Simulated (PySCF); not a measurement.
## Steps of a relaxation of [Hg(H2O)2]2+

[Hg(H2O)2]2+ (singlet; a saddle point, relaxed within its symmetry). PySCF 2.14.0, RKS PBE, Hg def2-SVP with ECP60, O def2-SVP, H def2-SVP; non-relativistic Hamiltonian with scalar-relativistic core potentials where named; density fitting; no spin-orbit coupling. Origin of the start: template. Columns: position (Å) and force (eV/Å). Energies are counted from the last step; some of the 4 steps are shown. Forces carry noise of the integration grid, about 0.01 to 0.03 eV/Å.

Run from Python with OMP_NUM_THREADS=2. Where DIIS fails, smearing, a level shift and second-order steps follow.
It took 6.9 s on 2 threads of Arm Neoverse V1 (shared host), from the converged density of the start.

```xyz
7
step 0  E = 0.099 eV
Hg    0.0000    0.0000    0.0000     0.00    0.00    0.00
O     0.0000    0.0000    2.0600     0.00    0.00   -0.55
H     0.5445    0.5445    2.6500     0.83    0.83    0.24
H    -0.5445   -0.5445    2.6500    -0.83   -0.83    0.24
O     0.0000    0.0000   -2.0600     0.00    0.00    0.55
H     0.5445   -0.5445   -2.6500     0.83   -0.83   -0.24
H    -0.5445    0.5445   -2.6500    -0.83    0.83   -0.24
```

```xyz
7
step 1  E = 0.004 eV
Hg    0.0000    0.0000    0.0000     0.00    0.00    0.00
O     0.0000    0.0000    2.0593     0.00    0.00    0.32
H     0.5759    0.5759    2.6309    -0.05   -0.05   -0.18
H    -0.5759   -0.5759    2.6309     0.05    0.05   -0.18
O     0.0000    0.0000   -2.0593     0.00    0.00   -0.32
H     0.5759   -0.5759   -2.6309    -0.05    0.05    0.18
H    -0.5759    0.5759   -2.6309     0.05   -0.05    0.18
```

```xyz
7
step 2  E = 0.001 eV
Hg    0.0000    0.0000    0.0000     0.00    0.00    0.00
O     0.0000    0.0000    2.0589     0.00    0.00    0.10
H     0.5781    0.5781    2.6213    -0.02   -0.02   -0.06
H    -0.5781   -0.5781    2.6213     0.02    0.02   -0.06
O     0.0000    0.0000   -2.0589     0.00    0.00   -0.10
H     0.5781   -0.5781   -2.6213    -0.02    0.02    0.06
H    -0.5781    0.5781   -2.6213     0.02   -0.02    0.06
```

Question: Where does the relaxation end?

Answer: It converges at step 3 in D2d:
```xyz
7
step 3  E = 0
Hg    0.0000    0.0000    0.0000
O     0.0000    0.0000    2.0578
H     0.5789    0.5789    2.6158
H    -0.5789   -0.5789    2.6158
O     0.0000    0.0000   -2.0578
H     0.5789   -0.5789   -2.6158
H    -0.5789    0.5789   -2.6158
```

Question: How did the contacts change?

Answer: 
```json
{"contact": "Hg1–O2 (H2O)", "start (Å)": "2.060", "end (Å)": "2.058"}
{"contact": "Hg1–O5 (H2O)", "start (Å)": "2.060", "end (Å)": "2.058"}
```
